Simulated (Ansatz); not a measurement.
Geometry optimisation, RKS BHLYP/def2-SVP in Ansatz.

Input:

```yaml
crystal:
  periodic: [false, false, false]
  atoms:
    - { symbol: Al, position_ang: [0.0, 0.0, 0.0] }
    - { symbol: F, position_ang: [0.0, 0.0, 2.04] }
    - { symbol: Cl, position_ang: [1.9312, 0.0, -1.115] }
    - { symbol: Cl, position_ang: [-1.9312, 0.0, -1.115] }
    - { symbol: H, position_ang: [0.0777, -1.7634, 0.5865] }
    - { symbol: H, position_ang: [0.0582, -1.3201, 1.5347] }
basis:
  gaussian: { orbitals: def2-SVP }
hamiltonian:
  xc: { name: BHLYP }
relax:
  f_tol: 0.15
  max_steps: 25
  restrain:
    - { distance: [0, 4], at: 2.76, k: 30.0 }
    - { distance: [5, 1], at: 2.12, k: 30.0 }
    - { distance: [0, 1], at: 1.69, k: 30.0 }
    - { distance: [5, 4], at: 0.66, k: 30.0 }
```

Run as:

```bash
$ ansatz run input.yaml --threads 1 --pin off --max-ram 2048MiB --backend cpu --events-out ev --progress --plain --runs-dir out
```

Where does it end, and by what steps?

It converged. The restraints hold the end off the free minimum; the threshold counts their pulls, which the force column leaves out. Restrained pairs: Al1–H5 (1.86 → 2.76 Å), F2–H6 (1.41 → 2.13 Å), Al1–F2 (2.04 → 1.67 Å), H5–H6 (1.05 → 0.72 Å). After 6 steps the energy has fallen by 2.336 eV (the restraints' own energy left out); H5 moved furthest, 0.70 Å.

```
step  energy less start (eV)  largest force component (eV/Å)  accepted
   0                  0.0000                           3.097       yes
   1                 -0.7819                           3.888       yes
   2                 -1.4819                           3.369       yes
   3                 -2.1583                           1.716       yes
   4                 -2.3398                           0.751       yes
   5                 -2.3449                           0.744        no
   6                 -2.3359                           1.255       yes
```

```xyz
6
Properties=species:S:1:pos:R:3
Al 0.004 0.227 -0.032
F 0.010 0.362 1.629
Cl 1.808 0.245 -1.042
Cl -1.807 0.171 -1.026
H 0.060 -2.333 0.989
H 0.061 -1.755 1.413
```

The run took 25 s on 1 thread of Arm Neoverse V1, on a shared host, peak memory 0.13 GiB.
